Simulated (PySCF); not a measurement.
Pr³²⁺: ionisation energy

Pr³²⁺ [Ar] 3d9 (2D) → Pr³³⁺ [Ar] 3d8 (3F), as a difference of total energies. All numbers are calculated (PySCF 2.14, the spin-free X2C one-electron Hamiltonian (Gaussian nucleus), in an uncontracted even-tempered set (18 s from 4.7 bohr⁻², ratio 2.5; 13 p from 6.1 bohr⁻², ratio 2.5; 8 d from 6.1 bohr⁻², ratio 2.5; 4 f from 29 bohr⁻², ratio 2.7; 3 g from 43 bohr⁻², ratio 2.7)). Correlated levels: outer shells: [Ne] frozen; virtual orbitals above 40 to 60 times the deepest correlated orbital energy dropped. The calculations carry no spin-orbit coupling.

| method | ionisation energy (eV) |
| --- | --- |
| UHF | 2115.9 |
| LDA | 2117.1 |
| PBE | 2115.9 |
| PBE0 | 2116.5 |
| r2SCAN | 2115.5 |
| r2SCANh | 2115.8 |
| M06-2X | 2118.5 |
| MP2 (outer shells) | 2117.7 |
| SCS-MP2 (outer shells) | 2117.4 |

Spin-orbit coupling is strong in these open shells (close to jj coupling). The scalar numbers leave it out and a first-order estimate fails, so it can dominate the gap to the real levels.

Breit and QED terms and the two-electron picture change are absent.

For comparison: 2108 ± 4 eV (theoretical estimate listed by NIST; NIST Atomic Spectra Database, ionization energies).
